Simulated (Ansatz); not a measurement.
Species: C2H6BBrO2 (charge 0, singlet). 
Geometry from a B3LYP-D3(BJ)/def2-TZVP (Ansatz, an electronic-structure program) optimisation:
```
B
O 1 1.3438
O 1 1.3438 2 118.59
C 3 1.4227 1 125.48 2 -180.00
H 4 1.0879 3 106.90 1 -180.00
H 4 1.0906 5 109.57 3 120.23
H 4 1.0906 5 109.57 6 119.53
C 2 1.4227 1 125.48 3 180.00
H 8 1.0879 2 106.90 1 180.00
H 8 1.0906 9 109.57 2 -120.23
H 8 1.0906 9 109.57 10 -119.53
Br 1 1.9746 2 120.70 8 0.00
```
Charge 0, spin multiplicity 1.

Parts of the frozen-core correlation energy in STO-3G (Ansatz, hartree). Frozen orbitals: 19; correlated occupied orbitals by spin: 18 and 18; virtual: 12 and 12. Spin-orbit coupling is left out. No relativistic terms.

```json
[
 {"term": "reference (HF)", "value": "-2795.18543"},
 {"term": "MP2 opposite-spin", "value": "-0.19317"},
 {"term": "MP2 same-spin", "value": "?"},
 {"term": "CCSD correlation", "value": "?"},
 {"term": "(T)", "value": "?"},
 {"term": "T1 diagnostic", "value": "0.013"},
 {"term": "largest doubles amplitude", "value": "0.046"}
]
```

**Question.** Complete the blanks.

**Answer.** 
- MP2 same-spin, value: -0.03734
- CCSD correlation, value: -0.28598
- (T), value: -0.00784
